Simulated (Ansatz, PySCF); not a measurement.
Noncovalent pair: C2H4 (SMILES C=C) (first 6 atoms) with CH2O2 (SMILES O=CO); geometry from B3LYP-D3(BJ)/def2-TZVP, rigid monomers moved along the line of their centres of mass till C1···H11 is 4.13 Å.
(charge 0, multiplicity 1):
```tsv
atom	x (Å)	y (Å)	z (Å)
C	-0.5815	-0.2437	-0.0160
C	0.6177	0.3200	0.0712
H	-0.8066	-1.1666	0.5048
H	-1.3733	0.1904	-0.6147
H	0.8555	1.2381	-0.4526
H	1.4055	-0.1268	0.6657
O	0.2704	-1.2912	5.1582
C	-0.2240	-0.3159	5.6528
O	-0.6774	0.7513	4.9866
H	-0.3698	-0.1722	6.7319
H	-0.5383	0.6031	4.0282
```

Counterpoise-corrected where a basis set is named; no monomer relaxation. Rows marked so take none.

Correlated levels freeze the cores. Rows in 3-21G carry no dispersion term and start afresh at each structure.

Programs: Ansatz (an electronic-structure program) with Gaussian orbitals; PySCF for 3-21G rows. 

### Question
Estimate the interaction energy that HF/3-21G (no counterpoise) returns for this input.

### Answer
-29 meV
